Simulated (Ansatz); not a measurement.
`S[SiH2][GaH2]` + H₂ → `[GaH3]` + `[SiH3]S` at 500 K and 1 bar (hydrogenolysis of a Ga–Si bond).

Program: Ansatz. Geometries: PBE0-D4/def2-TZVP. ΔE: electronic, gas phase. CCSD(T)/CBS adds triple-zeta CCSD(T) − MP2 to the extrapolated MP2 energy (def2 sets, frozen cores). This one scheme is used for every species. For Ga outer-core shells are correlated without core-valence functions, which leaves a few kJ/mol of doubt a bond. Scalar relativity is left out up to krypton. Each species was taken in one conformer, which may not be the lowest.

| species | CCSD(T)/CBS energy (Eh) | H − E (kJ/mol) | S (J/(mol·K)) |
| --- | --- | --- | --- |
| `S[SiH2][GaH2]` | -2613.80410 | 147.9 | 411.1 |
| H₂ | -1.17544 | 41.0 | 145.5 |
| `[GaH3]` | -1925.70545 | 69.3 | 243.1 |
| `[SiH3]S` | -689.27336 | 117.6 | 310.5 |

H − E and S are ideal-gas, rigid-rotor, harmonic terms from PBE0-D4/def2-TZVP, for one conformer and one mirror image of each species. The MP2-based limit puts H₂ 0.8 mEh under its directly extrapolated value; such offsets cancel only in part. 1 Eh = 2625.50 kJ/mol, R = 8.31446 J/(mol·K).

**Question.** By hand: ΔE, ΔH, ΔS and ΔG.

**Answer.** ΔE = (-1925.70545) + (-689.27336) − (-2613.80410) − (-1.17544) = 0.00073 Eh = 1.9 kJ/mol. Δ(H − E) = 69.3 + 117.6 − 147.9 − 41.0 = -2.0, so ΔH = -0.1 kJ/mol. ΔS = 243.1 + 310.5 − 411.1 − 145.5 = -3.0 J/(mol·K). ΔG = -0.1 − 500 × (-3.0)/1000 = 1.4 kJ/mol.

**Question.** By hand: the equilibrium constant, and the temperature at which ΔG would vanish if ΔH and ΔS stayed fixed.

**Answer.** log₁₀ K = −ΔG/(RT ln 10) = -0.1. ΔG = 0 at ΔH/ΔS = 33 K, though so small a ΔH makes that figure unsure.

TΔS isn't small against ΔH here. The sign of ΔG lies within the doubt. A doubt of 5 kJ/mol in ΔE shifts log₁₀ K by 0.5 here. Other conformers and mirror images would add mixing entropy, several J/(mol·K) or more a flexible species. Modes under 60 cm⁻¹, often nearly free rotors, make the harmonic entropy too high. These are equilibria of isolated gas molecules and say nothing of rates. Largest T1 diagnostic: 0.013 (customary marks: 0.02 for closed shells, 0.045 for open ones).
